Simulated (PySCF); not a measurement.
# CoO: one state, many levels of theory

State: ⁴Δ (quartet), unpaired electrons π ↑↑, δ ↑. Set-up: PySCF, no relativity, basis sets Co def2-TZVPPD, O def2-TZVPPD. De refers to Co (3d7 4s2) + O in their high-spin ground configurations, without counterpoise correction. The functionals are run spin-unrestricted. A positive dipole means Co(−)O(+). Levels whose curve was spin-contaminated or gave no clean fit are not listed.

```csv
Level,Re (Å),ωe (cm⁻¹),De (eV),μ (D),"CPU s a point (SCF and correlation, without the integrals)"
UHF,1.691,782,n/a,-8.24,3.8
UHF-MP2,1.595,847,n/a,n/a,6.5
UHF-SCS-MP2,1.623,797,n/a,n/a,n/a
LDA,1.602,918,n/a,-3.69,2.8
PBE,1.629,866,n/a,-3.93,4.2
TPSS,1.628,878,n/a,-4.22,7.7
r²SCAN,1.614,906,n/a,-4.18,8
r²SCANh,1.610,920,n/a,-4.48,17
PBE0,1.613,912,n/a,-4.89,6.7
LC-ωPBE,1.603,955,n/a,-5.29,13
```

The bond length runs from 1.595 Å (UHF-MP2) to 1.691 Å (UHF).

Correlated steps freeze 6 core orbitals. De is left out where the level can put another filling of the metal’s s and d shells below the measured ground configuration, by anything from nothing to about 1 eV. Counting both spins, an empty level lies below a filled one in some of these solutions, because spin and occupation are held. With d or f electrons several states lie close, and the lowest PBE0 determinant need not be the measured ground state.

The whole job (state search and all levels along the bond) took about 18 min on 2 threads of Arm Neoverse V1 (shared host), peak memory 5.1 GiB.
